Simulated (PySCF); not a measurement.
## SMILES C(C(=C=C=C=CC)C)#N, C$_{8}$H$_{7}$N

Molfile (atoms numbered from 1):
```
C8H7N
     RDKit          3D

 16 15  0  0  0  0  0  0  0  0999 V2000
    3.7011   -0.6309    0.0050 C   0  0  0  0  0  0  0  0  0  0  0  0
    2.7021    0.2991    0.6175 C   0  0  0  0  0  0  0  0  0  0  0  0
    1.3955    0.2018    0.4923 C   0  0  0  0  0  0  0  0  0  0  0  0
    0.1212    0.0996    0.3628 C   0  0  0  0  0  0  0  0  0  0  0  0
   -1.1454    0.0067    0.2324 C   0  0  0  0  0  0  0  0  0  0  0  0
   -2.4657   -0.0992    0.1056 C   0  0  0  0  0  0  0  0  0  0  0  0
   -3.3371   -0.8872    1.0487 C   0  0  0  0  0  0  0  0  0  0  0  0
   -3.1053    0.5687   -0.9881 C   0  0  0  0  0  0  0  0  0  0  0  0
   -3.6557    1.0970   -1.8630 N   0  0  0  0  0  0  0  0  0  0  0  0
    4.3220   -1.0969    0.7875 H   0  0  0  0  0  0  0  0  0  0  0  0
    3.2150   -1.4242   -0.5774 H   0  0  0  0  0  0  0  0  0  0  0  0
    4.3853   -0.0759   -0.6574 H   0  0  0  0  0  0  0  0  0  0  0  0
    3.0911    1.1329    1.2189 H   0  0  0  0  0  0  0  0  0  0  0  0
   -3.8616   -1.6904    0.5076 H   0  0  0  0  0  0  0  0  0  0  0  0
   -4.1029   -0.2371    1.4997 H   0  0  0  0  0  0  0  0  0  0  0  0
   -2.7319   -1.3326    1.8478 H   0  0  0  0  0  0  0  0  0  0  0  0
  1  2  1  0
  2  3  2  0
  3  4  2  0
  4  5  2  0
  5  6  2  0
  6  7  1  0
  6  8  1  0
  8  9  3  0
  1 10  1  0
  1 11  1  0
  1 12  1  0
  2 13  1  0
  7 14  1  0
  7 15  1  0
  7 16  1  0
M  END
```

Computed with quadratic response CAM-B3LYP/aug-cc-pVDZ first hyperpolarisability, Taylor convention, gas phase (PySCF 2.14.0). Geometry: PBE0-D3(BJ)/def2-SVP.

(1) Give β for the processes computed.

(2) Which lowest excitations, dipole and polarisabilities go with it?

## Answers

(1) In 10⁻³⁰ esu, Taylor convention; the vector part is βᵢ = ⅓ Σⱼ (βᵢⱼⱼ + βⱼᵢⱼ + βⱼⱼᵢ); β∥ is 3/5 of the vector part along the dipole, the dipole points from − to +:
| process | λ (nm) | β vector norm | β∥ | β HRS | depolarisation ratio |
| --- | --- | --- | --- | --- | --- |
| static β(0;0,0) | ∞ | 1.84 | -0.59 | 0.83 | 3.88 |
| second harmonic β(−2ω;ω,ω) | 1907 | 2.04 | -0.67 | 0.92 | 3.97 |
| Pockels β(−ω;ω,0) | 1907 | 1.90 | -0.61 | – | – |
| second harmonic β(−2ω;ω,ω) | 1064 | 2.61 | -0.89 | 1.16 | 4.11 |
| Pockels β(−ω;ω,0) | 1064 | 2.05 | -0.67 | – | – |

(2) S1 3.52 eV (f = 0.000); S2 3.90 eV (f = 0.000); S3 4.61 eV (f = 0.210); dipole 5.52 D; isotropic α 135.7 au static, 136.8 au at 1907 nm, 139.2 au at 1064 nm, 140.0 au at 953.5 nm, 151.5 au at 532 nm.
